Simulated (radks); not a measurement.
Polarisability of the phosphorus ion P5+, [Ne], at imaginary frequency. All-electron calculation, non-relativistic Kohn-Sham, exchange-only LDA, spin-polarised, spherical densities, point nucleus. Program: a radial shooting solver on a logarithmic mesh with Libxc functionals. Response by self-consistent Sternheimer equations with the Hartree and adiabatic exchange-only LDA kernel.

| w (hartree) | alpha1(iw) (bohr^3) | alpha2(iw) (bohr^5) |
|---|---|---|
| 0.00266 | 0.1116 | 0.05902 |
| 0.0143 | 0.1116 | 0.05902 |
| 0.0360 | 0.1116 | 0.05902 |
| 0.0697 | 0.1116 | 0.05901 |
| 0.118 | 0.1116 | 0.05900 |
| 0.186 | 0.1116 | 0.05898 |
| 0.280 | 0.1114 | 0.05893 |
| 0.413 | 0.1112 | 0.05882 |
| 0.605 | 0.1108 | 0.05860 |
| 0.892 | 0.1097 | 0.05812 |
| 1.35 | 0.1074 | 0.05703 |
| 2.12 | 0.1018 | 0.05439 |
| 3.59 | 0.08803 | 0.04776 |
| 6.94 | 0.05803 | 0.03261 |
| 17.5 | 0.01874 | 0.01085 |

Static values: alpha1 = 0.1116 bohr^3 (0.01654 angstrom^3; uncoupled 0.1242), alpha2 = 0.05902 bohr^5, alpha3 = 0.05077 bohr^7. C6 = 0.06855, C8 = 0.1872, triple-dipole C9 = 0.005587 atomic units. One-pole (London) frequency 4 C6 / (3 alpha1^2) = 7.334 hartree, against 7.258 for minus the highest occupied eigenvalue. The dipole shielding factor is 0.667, as the force sum rule N/Z = 0.667 demands.
